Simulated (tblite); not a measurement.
Compound: C5H6F6P (charge +1).
Numbering: `[CH3:1][P@@H+:2]([CH2:3][C:4]([F:5])([F:6])[F:7])[C:8]([F:9])=[C:10]([F:11])[F:12]` (hydrogens: H13, H14, H15 on C1; H16 on P2; H17, H18 on C3)
Bond orders are those of one Lewis drawing.

Computed with GFN2-xTB (tblite), gas phase: L-BFGS steps from a force-field or distance-geometry start until the largest atomic force falls under 0.01 eV/Å.

Geometry at step 13:
```
atom  x, y, z in Å
C1      0.1527    1.3218   -1.4437
P2      0.3082    0.3224    0.0429
C3     -1.1729   -0.7199    0.2776
C4     -2.3583    0.1403    0.7186
F5     -2.6244    1.0744   -0.2039
F6     -3.4505   -0.5654    0.9240
F7     -2.0536    0.7944    1.8456
C8      1.6167   -0.8824   -0.2539
F9      1.2108   -1.7823   -1.1583
C10     2.8453   -0.8939    0.2690
F11     3.8125   -1.7183    0.0342
F12     3.1601    0.0332    1.1457
H13    -0.1218    0.6592   -2.2720
H14    -0.6190    2.0856   -1.3411
H15     1.0969    1.8179   -1.6745
H16     0.6205    1.0234    1.1905
H17    -1.4245   -1.2087   -0.6733
H18    -1.0074   -1.4955    1.0342
```

**Question.** Give the atomic forces at this geometry.

**Answer.** 
```json
{"atom": "C1", "Fx (eV/Å)": "-0.017", "Fy (eV/Å)": "0.071", "Fz (eV/Å)": "-0.012"}
{"atom": "P2", "Fx (eV/Å)": "-0.102", "Fy (eV/Å)": "-0.014", "Fz (eV/Å)": "-0.059"}
{"atom": "C3", "Fx (eV/Å)": "-0.059", "Fy (eV/Å)": "-0.019", "Fz (eV/Å)": "0.019"}
{"atom": "C4", "Fx (eV/Å)": "-0.016", "Fy (eV/Å)": "0.011", "Fz (eV/Å)": "0.024"}
{"atom": "F5", "Fx (eV/Å)": "0.038", "Fy (eV/Å)": "0.012", "Fz (eV/Å)": "-0.008"}
{"atom": "F6", "Fx (eV/Å)": "0.028", "Fy (eV/Å)": "-0.020", "Fz (eV/Å)": "-0.017"}
{"atom": "F7", "Fx (eV/Å)": "0.093", "Fy (eV/Å)": "0.037", "Fz (eV/Å)": "-0.019"}
{"atom": "C8", "Fx (eV/Å)": "0.010", "Fy (eV/Å)": "-0.110", "Fz (eV/Å)": "-0.036"}
{"atom": "F9", "Fx (eV/Å)": "-0.004", "Fy (eV/Å)": "-0.106", "Fz (eV/Å)": "-0.106"}
{"atom": "C10", "Fx (eV/Å)": "0.003", "Fy (eV/Å)": "0.081", "Fz (eV/Å)": "0.062"}
{"atom": "F11", "Fx (eV/Å)": "-0.083", "Fy (eV/Å)": "-0.014", "Fz (eV/Å)": "-0.021"}
{"atom": "F12", "Fx (eV/Å)": "0.068", "Fy (eV/Å)": "0.098", "Fz (eV/Å)": "0.096"}
{"atom": "H13", "Fx (eV/Å)": "0.050", "Fy (eV/Å)": "0.025", "Fz (eV/Å)": "0.006"}
{"atom": "H14", "Fx (eV/Å)": "-0.064", "Fy (eV/Å)": "-0.001", "Fz (eV/Å)": "0.072"}
{"atom": "H15", "Fx (eV/Å)": "0.048", "Fy (eV/Å)": "-0.030", "Fz (eV/Å)": "0.024"}
{"atom": "H16", "Fx (eV/Å)": "-0.045", "Fy (eV/Å)": "-0.026", "Fz (eV/Å)": "-0.065"}
{"atom": "H17", "Fx (eV/Å)": "0.013", "Fy (eV/Å)": "-0.012", "Fz (eV/Å)": "0.010"}
{"atom": "H18", "Fx (eV/Å)": "0.039", "Fy (eV/Å)": "0.016", "Fz (eV/Å)": "0.029"}
```

The largest, 0.15 eV/Å, acts on F12 (F9 within 3 % of it); the rms over all components is 0.051 eV/Å. The forces sum to zero within rounding, as they must for an isolated molecule in no field.

**Question.** Give the force on F12 in Eh/bohr and in nN.

**Answer.** 0.153 eV/Å ÷ 51.422 = 0.00298 Eh/bohr, and 0.153 eV/Å × 1.602 = 0.25 nN.

**Question.** How far is this geometry from the end of the optimisation?

**Answer.** 0.056 eV above it, and 0.304 Å rms away after alignment. The bonds farthest from their final lengths, with half the difference of the two atoms' forces along the bond (positive lengthens):

| bond | now (Å) | final (Å) | force along bond (eV/Å) |
| --- | --- | --- | --- |
| C4–F7 | 1.338 | 1.357 | 0.00 |
| C4–F5 | 1.340 | 1.331 | +0.01 |
| P2–H16 | 1.381 | 1.375 | 0.00 |
| C4–F6 | 1.316 | 1.312 | -0.01 |
| P2–C8 | 1.803 | 1.807 | +0.07 |
| C10–F12 | 1.314 | 1.317 | +0.03 |

The angle farthest from its final value is P2–C3–C4, 110.2° against 106.4°.
